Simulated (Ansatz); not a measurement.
Basis sets compared for Si19H28, a nanocrystal cut from cubic silicon. The state is a singlet with charge 0. Geometry PBE-D4/def2-SVP. Ansatz on 2 threads of AMD EPYC 7R13 on a shared host and a share (18 GiB) of an NVIDIA H100 80GB HBM3; times are rough, and most runs start from earlier orbitals.

```tsv
atom	x (Å)	y (Å)	z (Å)
Si1	2.510	2.607	-1.811
Si2	-1.082	3.643	-1.390
Si3	3.465	-1.149	-1.746
Si4	-0.159	-0.061	-1.217
Si5	0.798	-3.760	-1.266
Si6	1.785	-1.501	1.754
Si7	-2.903	-2.693	-0.835
Si8	0.839	2.226	1.691
Si9	-1.887	-0.442	2.182
Si10	-3.829	0.953	-0.898
Si11	4.247	1.054	-1.462
Si12	0.533	2.105	-0.635
Si13	-3.255	3.216	-0.588
Si14	2.437	0.660	2.434
Si15	1.478	-1.615	-0.571
Si16	-2.187	-0.558	-0.145
Si17	-1.321	-4.397	-0.458
Si18	-0.221	-1.940	2.913
Si19	-1.142	1.692	2.851
H20	2.977	3.997	-1.458
H21	2.169	2.592	-3.281
H22	-1.121	3.543	-2.896
H23	-0.661	5.046	-1.030
H24	3.170	-1.347	-3.214
H25	4.536	-2.137	-1.353
H26	-0.355	-0.136	-2.715
H27	0.728	-3.737	-2.774
H28	1.835	-4.780	-0.866
H29	2.839	-2.504	2.162
H30	-3.153	-2.619	-2.322
H31	-4.209	-3.037	-0.163
H32	1.285	3.623	2.058
H33	-3.197	-0.762	2.864
H34	-3.999	0.721	-2.380
H35	-5.147	0.653	-0.228
H36	5.350	1.317	-2.459
H37	4.822	1.224	-0.082
H38	-4.237	4.081	-1.342
H39	-3.347	3.577	0.870
H40	3.816	1.001	1.934
H41	2.464	0.692	3.945
H42	-1.241	-4.711	1.011
H43	-1.765	-5.649	-1.176
H44	-0.654	-3.372	2.741
H45	0.021	-1.696	4.385
H46	-2.205	2.739	2.637
H47	-0.826	1.641	4.328
```

Single mean-field runs in def2-SVP, def2-TZVP are fitted with def2-universal-jkfit.

Binding counts from free atoms (Si triplet, H doublet) in the same basis, without a counterpoise term.

```
           level  functions  energy (Eh)  HOMO (eV)  LUMO (eV)  binding per atom (eV)  wall time
 PBE-D4/def2-SVP        482   -5512.9105      -6.22      -2.03                   3.24      4.2 s
PBE0-D4/def2-SVP        482   -5513.4810      -7.20      -1.39                   3.23      3.9 s
```

Estimate the rows for PBE-D4/def2-TZVP (with forces), PBE0-D4/def2-TZVP.


```csv
level,functions,energy (Eh),HOMO (eV),LUMO (eV),binding per atom (eV),wall time
PBE-D4/def2-TZVP (with forces),871,-5514.8083,-6.21,-2.16,3.23,8 s
PBE0-D4/def2-TZVP,871,-5515.3585,-7.14,-1.47,3.24,7 s
```
